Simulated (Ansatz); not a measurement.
[B(OH)4]- (BO4H4⁻), relaxed as a singlet with RKS r2SCAN-D4/def2-SVPD in Ansatz, starting from the GFN2-xTB geometry. Force threshold 0.02 eV/Å.

Start:

```xyz
9

B     0.000    0.001    0.003
O     0.982   -0.097   -1.108
H     0.586   -0.678   -1.755
O     0.718    0.503    1.203
H     1.564    0.060    1.204
O    -0.591   -1.346    0.210
H    -1.399   -1.204    0.698
O    -1.109    0.943   -0.294
H    -0.751    1.819   -0.162
```

Estimate the energy that the relaxation releases and the steps that it takes.

0.01 eV, in 3 steps; 7 s on 2 threads of Arm Neoverse V2 on a shared host. No frequencies were taken in this run, so the end may be a saddle point.

Does the start keep its bonding and symmetry?

By distances, no bond broke or formed. The bond that changes most is O6–H7, from 0.95 to 0.96 Å (atoms count from 1).

Predict the relaxed structure.


Cartesian coordinates in Å:
```
B 0.000 0.000 0.002
O 0.993 -0.118 -1.094
H 0.597 -0.696 -1.753
O 0.724 0.522 1.187
H 1.577 0.076 1.197
O -0.602 -1.342 0.188
H -1.414 -1.206 0.686
O -1.114 0.939 -0.273
H -0.760 1.824 -0.139
```
Bond lengths: 4 × B–O 1.48 Å; 4 × H–O 0.96 Å.
